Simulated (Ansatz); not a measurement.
Geometry optimisation, Ansatz 0.2.0, DFT PBE-D3(BJ), scalar-relativistic, plane waves, PAW.

Input file:

```yaml
crystal:
  lattice:
    - [0.0, 5.43, 5.43]
    - [5.43, 0.0, 5.43]
    - [5.43, 5.43, 0.0]
  atoms:
    - { symbol: Si, position: [0.0, 0.0, 0.0] }
    - { symbol: Si, position: [0.125, 0.125, 0.125] }
    - { symbol: Si, position: [0.0, 0.0, 0.5] }
    - { symbol: Si, position: [0.125, 0.125, 0.625] }
    - { symbol: Si, position: [0.0, 0.5, 0.0] }
    - { symbol: Si, position: [0.125, 0.625, 0.125] }
    - { symbol: Si, position: [0.0, 0.5, 0.5] }
    - { symbol: Si, position: [0.125, 0.625, 0.625] }
    - { symbol: Si, position: [0.5, 0.0, 0.0] }
    - { symbol: Si, position: [0.625, 0.125, 0.125] }
    - { symbol: Si, position: [0.5, 0.0, 0.5] }
    - { symbol: Si, position: [0.625, 0.125, 0.625] }
    - { symbol: Si, position: [0.5, 0.5, 0.0] }
    - { symbol: Si, position: [0.625, 0.625, 0.125] }
    - { symbol: Si, position: [0.5, 0.5, 0.5] }
    - { symbol: Si, position: [0.625, 0.625, 0.625] }
    - { symbol: C, position: [0.7979968, 0.8176838, 0.5742365], spin: 1.0 }
magnetization:
  spin_polarized: true
basis:
  ecutwfc: 420.0
kpoints:
  mp_grid: { grid: [2, 2, 2] }
hamiltonian:
  xc: pbe
  dispersion: d3bj
  pseudopotentials: { kind: paw, azcp: { folder: soft_1 } }
scf:
  occupations: { method: gaussian, width: 0.05 }
  lower_state_search: "off"
relax:
  f_tol: 0.03
  max_steps: 60
  adjacent_minimum: "off"
```

Launched with:

```bash
$ ansatz run input.yaml --threads 2 --pin off --max-ram 5120MiB --backend cpu --events-out ev --progress --plain --runs-dir out
```

Where does it end, and by what steps?

The run converged. Limits of this set-up: coarse k mesh, a small cell, in which the defect meets its images. After 15 steps the energy has fallen by 0.987 eV; C17 moved furthest, 0.72 Å.

```
step  energy less start (eV)  largest force component (eV/Å)  accepted
   0                  0.0000                           0.612       yes
   1                 -0.1365                           0.307       yes
   2                 -0.1742                           0.435       yes
   3                 -0.2652                           0.589       yes
   4                 -0.5496                           0.593       yes
   5                 -0.7897                           0.898       yes
   6                 -0.9352                           0.368       yes
   7                 -0.9525                           0.228       yes
   8                 -0.9175                           0.479        no
   9                 -0.9760                           0.163       yes
  10                 -0.9780                           0.232       yes
  11                 -0.9374                           0.333        no
  12                 -0.9853                           0.055       yes
  13                 -0.9809                           0.103        no
  14                 -0.9863                           0.042       yes
  15                 -0.9866                           0.007       yes
```

```xyz
17
Lattice="0.0000 5.4300 5.4300 5.4300 0.0000 5.4300 5.4300 5.4300 0.0000" Properties=species:S:1:pos:R:3
Si -0.162 -0.039 0.054
Si 1.377 1.313 1.231
Si 2.449 2.539 -0.439
Si 3.761 4.006 1.246
Si 2.727 0.064 2.683
Si 4.082 1.408 4.054
Si 5.257 2.933 2.703
Si 6.670 4.285 4.030
Si 0.156 2.811 2.520
Si 1.194 3.864 4.312
Si 2.663 5.032 3.015
Si 4.305 7.023 3.955
Si 2.805 2.711 5.521
Si 4.141 4.214 6.739
Si 5.537 5.679 5.539
Si 6.970 7.077 7.142
C 7.925 6.830 8.769
```

Time of the run: 120 s on 2 threads of Arm Neoverse V2, with other jobs on the host, peak memory 0.69 GiB.
